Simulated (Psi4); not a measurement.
C$_{3}$H$_{5}$, doublet (typed; the unrestricted solution is spin-contaminated), at a GFN2-xTB geometry; CCSD/3-21G in Psi4 1.11.

Here is a job for Psi4.
```
memory 2 GB

molecule {
0 2
  C     1.32517045    0.17996425   -0.00948946
  C     0.06095864    0.44136230   -0.01602886
  H     2.25652235    0.69360547   -0.03009773
  H    -0.31124892    1.47566041   -0.05242127
  C    -1.04589578   -0.57280156    0.02299841
  H    -0.64250733   -1.58055333    0.05836424
  H    -1.67008190   -0.40821458    0.90058097
  H    -1.67408412   -0.47164793   -0.86130678
}

set basis 3-21g
set reference uhf

energy('ccsd')
print_variables()
```

The log (banner, timings and long lists left out):

```
   => Loading Basis Set <=

    Name: 3-21G
    Role: ORBITAL
    Keyword: BASIS

         ---------------------------------------------------------
                                   SCF
               by Justin Turney, Rob Parrish, Andy Simmonett
                          and Daniel G. A. Smith
                              UHF Reference
         ---------------------------------------------------------

  ==> Geometry <==

    Molecular point group: c1
    Full point group: C1

    Geometry (in Angstrom), charge = 0, multiplicity = 2:

       Center              X                  Y                   Z               Mass
    ------------   -----------------  -----------------  -----------------  -----------------
         C            1.275816917928     0.172925316761    -0.009123926380    12.000000000000
         C            0.011605107928     0.434323366761    -0.015663326380    12.000000000000
         H            2.207168817928     0.686566536761    -0.029732196380     1.007825032230
         H           -0.360602452072     1.468621476761    -0.052055736380     1.007825032230
         C           -1.095249312072    -0.579840493239     0.023363943620    12.000000000000
         H           -0.691860862072    -1.587592263239     0.058729773620     1.007825032230
         H           -1.719435432072    -0.415253513239     0.900946503620     1.007825032230
         H           -1.723437652072    -0.478686863239    -0.860941246380     1.007825032230

  Running in c1 symmetry.

  Rotational constants: A =      1.93379  B =      0.32352  C =      0.29220 [cm^-1]
  Rotational constants: A =  57973.57776  B =   9698.76943  C =   8759.89928 [MHz]
  Nuclear repulsion =   64.773468617541710

  Charge       = 0
  Multiplicity = 2
  Electrons    = 23
  Nalpha       = 12
  Nbeta        = 11

  ==> Algorithm <==

  SCF Algorithm Type is PK.
  DIIS enabled.
  MOM disabled.
  Fractional occupation disabled.
  Guess Type is SAD.
  Energy threshold   = 1.00e-08
  Density threshold  = 1.00e-08
  Integral threshold = 1.00e-12

  ==> Primary Basis <==

  Basis Set: 3-21G
    Blend: 3-21G
    Number of shells: 25
    Number of basis functions: 37
    Number of Cartesian functions: 37
    Spherical Harmonics?: false
    Max angular momentum: 1

  ==> Integral Setup <==

  Using in-core PK algorithm.
   Calculation information:
      Number of atoms:                   8
      Number of AO shells:              25
      Number of primitives:             42
      Number of atomic orbitals:        37
      Number of basis functions:        37

      Integral cutoff                 1.00e-12
      Number of threads:                 1

  Performing in-core PK
  Using 494912 doubles for integral storage.
  We computed 50813 shell quartets total.
  Whereas there are 52975 unique shell quartets.

  ==> DiskJK: Disk-Based J/K Matrices <==

    J tasked:                  Yes
    K tasked:                  Yes
    wK tasked:                  No
    Schwarz Cutoff:          1E-12

  Minimum eigenvalue in the overlap matrix is 9.4351236822E-03.
  Reciprocal condition number of the overlap matrix is 2.1949970196E-03.
    Using symmetric orthogonalization.

  ==> Pre-Iterations <==

  SCF Guess: Superposition of Atomic Densities via on-the-fly atomic UHF (no occupation information).

   -------------------------
    Irrep   Nso     Nmo
   -------------------------
     A         37      37
   -------------------------
    Total      37      37
   -------------------------

  ==> Iterations <==

                        Total Energy        Delta E     RMS |[F,P]|

   @UHF iter SAD:  -114.93581409542564   -1.14936e+02   0.00000e+00
   @UHF iter   1:  -115.72025239210360   -7.84438e-01   6.91980e-03 ADIIS/DIIS
   @UHF iter   2:  -115.76950332285020   -4.92509e-02   2.38761e-03 ADIIS/DIIS
   @UHF iter   3:  -115.77570184923984   -6.19853e-03   8.57965e-04 ADIIS/DIIS
   @UHF iter   4:  -115.77775220281661   -2.05035e-03   4.76690e-04 ADIIS/DIIS
[...]
  @UHF Final Energy:  -115.78252606644135
    Total Energy =                       -115.7825260664413491
[...]
    12        -0.284900229227629    6.818e-06    0.041333    0.000000    0.000000    0.000000
    13        -0.284900202127805    2.694e-06    0.041333    0.000000    0.000000    0.000000
    14        -0.284900223997748    1.078e-06    0.041333    0.000000    0.000000    0.000000
    15        -0.284900239221957    4.939e-07    0.041333    0.000000    0.000000    0.000000
    16        -0.284900252941078    2.337e-07    0.041333    0.000000    0.000000    0.000000
    17        -0.284900264985915    1.259e-07    0.041334    0.000000    0.000000    0.000000
    18        -0.284900267753276    6.676e-08    0.041334    0.000000    0.000000    0.000000

    Iterations converged.

    Largest TIA Amplitudes:
             10   0        -0.1287120383
              7   0        -0.0279471202
             10  14        -0.0268909796
             10   4        -0.0190473343
             10  10         0.0128323920
             11   1        -0.0091716347
             11   6         0.0091133810
              7   4        -0.0089137397
              5   1        -0.0085490118
             11   5         0.0065812159

    Largest Tia Amplitudes:
             10   1         0.1235511232
             10  14         0.0252369123
              7   1         0.0245999909
              9   0         0.0232591971
              8   0        -0.0185595647
             10   4         0.0157023229
              6   0        -0.0153625927
             10  13         0.0152413892
             10  10         0.0128232325
              8   7         0.0098157844

    Largest TIJAB Amplitudes:
     11  10   9   0        -0.0154402239
     10   6   7   0         0.0128449071
      8   7   6   0         0.0109843223
     11  10   6   0         0.0104962820
     10   8   7   0        -0.0101322566
     11  10  12  10         0.0099946611
     11   6   7   1         0.0097849784
     10   5  12   0        -0.0090946438
     11  10   1   0        -0.0090577696
     10   8  11   0        -0.0089733162

    Largest Tijab Amplitudes:
     10   6   8   1        -0.0139636278
     10   9   1   0        -0.0117410966
     10   6   1   0         0.0113327616
     10   8   8   1         0.0098235492
      9   8   9   7        -0.0093341218
     10   8   1   0         0.0090546455
     10   8  10   7         0.0088689348
     10   8  11   1         0.0086960205
      8   7   7   1        -0.0081885275
      9   7  12   4        -0.0076921309

    Largest TIjAb Amplitudes:
     10  10   0   1        -0.1440151597
     11  10   0   0        -0.0634831143
      7   7   4   4        -0.0400205879
     10   7   0   1        -0.0359629642
     10  10   0  14        -0.0351272259
     10  10  14   1        -0.0289214533
      7  10   0   1        -0.0287459991
      8   8   6   7         0.0253701747
      9   9   2   3        -0.0240384879
     10  10   4   1        -0.0234213939

    SCF energy       (wfn)                    = -115.782526066441349
    Reference energy (file100)                = -115.782526066441619

    Opposite-spin MP2 correlation energy      =   -0.187779691096950
    Same-spin MP2 correlation energy          =   -0.052935761610990
    Singles MP2 correlation energy            =   -0.000000000000000
    MP2 correlation energy                    =   -0.240715452707940
      * MP2 total energy                      = -116.023241519149565

    Opposite-spin CCSD correlation energy     =   -0.236827721723942
    Same-spin CCSD correlation energy         =   -0.048072546029334
    Singles CCSD correlation energy           =    0.000000000000000
    CCSD correlation energy                   =   -0.284900267753276
      * CCSD total energy                     = -116.067426334194892

  Variable Map:
  ----------------------------------------------------------------------------
[...]
  Array Variable Map:
  ----------------------------------------------------------------------------
[...]
[...]
```
